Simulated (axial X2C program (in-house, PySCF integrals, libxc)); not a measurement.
**Bond lengths and stretching modes, held linear, of SeCSe**

Calculated with an in-house all-electron X2C program for linear molecules (integrals from PySCF): two-component X2C with atomic mean-field Coulomb and Gaunt terms, Gaussian nuclei, basis Se dyall-v3z, C dyall-v3z with contracted cores. Spin-free rows use the one-electron spin-free X2C Hamiltonian.

Masses Se 79.917, C 12.000, Se 79.917 u. States: 2c Ω = 0 (all partner blocks equally filled); spin-free M_S = 0, Λ = 0 (closed shell).

MP2, spin-free: energies above the lowest point

```csv
r(Se–C) (Å),r(C–Se) (Å),E (meV)
1.6477,1.6477,118.55
1.6477,1.6900,57.60
1.6477,1.7322,74.27
1.6900,1.6477,57.60
1.6900,1.6900,0.00
1.6900,1.7322,19.73
1.6900,1.7745,102.65
1.7322,1.6477,74.27
1.7322,1.6900,19.73
1.7322,1.7322,42.11
1.7745,1.6900,102.65
1.7745,1.7745,214.96
```

Task: Fit a quadratic surface with cubic terms in each bond: where is the minimum, and what are the two stretching wavenumbers?

Result: At MP2, spin-free: bonds 1.699 and 1.699 Å; harmonic stretches 382.5 and 1395.5 cm⁻¹; force constants 6.65, 6.65 and coupling 0.24 mdyn/Å.

The other levels and Hamiltonians give:

```tsv
Hamiltonian	level	r(Se–C) (Å)	r(C–Se) (Å)	lower stretch (cm⁻¹)	upper stretch (cm⁻¹)
2c	PBE0	1.688	1.688	383.6	1348.3
2c	HF	1.678	1.678	397.1	1320.5
2c	BHandHLYP	1.681	1.681	389.2	1343.6
2c	MP2	1.699	1.699	382.3	1393.6
spin-free	PBE0	1.687	1.687	384.3	1350.6
spin-free	HF	1.678	1.678	397.9	1323.0
spin-free	BHandHLYP	1.680	1.680	389.9	1346.0
```

Each state is one determinant, the lowest of a limited PBE0 search; the stretches come from a fit to these few points and carry an uncertainty of a few per cent. Other orders of the atoms were not compared. MP2 freezes inner shells (threshold -2 hartree). The molecule was held linear; bending was not examined, so a bent shape may lie lower.
